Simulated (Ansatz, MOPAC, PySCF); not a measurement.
Complex: HF (SMILES F) (first 2 atoms) with N2 (SMILES N#N); geometry from B3LYP-D3(BJ)/def2-TZVP, rigid monomers moved along the line of their centres of mass till H2···N4 is 2.34 Å.
(charge 0, multiplicity 1):
```json
[
 {"atom": "F", "x (Å)": "-0.3906", "y (Å)": "-0.2074", "z (Å)": "-0.6506"},
 {"atom": "H", "x (Å)": "-0.2831", "y (Å)": "-0.1725", "z (Å)": "0.2706"},
 {"atom": "N", "x (Å)": "0.1147", "y (Å)": "-0.0459", "z (Å)": "3.6713"},
 {"atom": "N", "x (Å)": "-0.0119", "y (Å)": "-0.0859", "z (Å)": "2.5897"}
]
```

Counterpoise-corrected where a basis set is named; no monomer relaxation.

The state that PM3 reach isn't checked.

The values were computed with Ansatz (Gaussian orbitals); MOPAC for PM3 (differences of heats of formation); PySCF for the dispersion terms. 

Question: One of these levels gives -86.8 meV for the interaction energy. Name it.
A) PBE-D3(BJ)/def2-TZVPPD
B) r2SCAN-D3(BJ)/def2-TZVPPD
C) PM3

Answer: B, r2SCAN-D3(BJ)/def2-TZVPPD. The others give -9.6 (PM3), -104.7 (PBE-D3(BJ)/def2-TZVPPD)

Ansatz is an electronic-structure program.
